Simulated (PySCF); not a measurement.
## Working out the ionisation energy of Ag+

Ag+ [Kr] 4d10 (1S) → Ag(2+) [Kr] 4d9 (2D). Calculation: PySCF 2.14, in def2-SVP with the def2 core potential (28 electrons) (5s3p2d1f, 31 functions); scalar relativity through the core potential. Frozen: 4s2 4p6. Energies in hartree (1 hartree = 27.21139 eV):

```csv
part,Ag+ (lower),Ag(2+) (upper)
UHF,-145.850434,-145.120613
MP2 opposite-spin,-0.127024,-0.097327
MP2 same-spin,-0.079077,-0.062014
```

Question: What does Hartree-Fock give?

Answer: (-145.120613) − (-145.850434) = 0.729821 hartree = 19.859 eV.

Question: What do MP2 and SCS-MP2 (6/5 opposite-spin, 1/3 same-spin) give?

Answer: The opposite-spin parts differ by 0.808 eV and the same-spin parts by 0.464 eV. MP2: 19.859 + (0.808) + (0.464) = 21.131 eV. SCS-MP2: 19.859 + 1.2 × (0.808) + (0.464)/3 = 20.983 eV.

Reference: 21.484 eV (measured; NIST Atomic Spectra Database, ionization energies), between the lowest levels; spin-orbit coupling is absent from the calculation.

A double-zeta basis recovers only part of the correlation energy.

What remains against the reference includes basis incompleteness, the frozen core and correlation beyond second order.
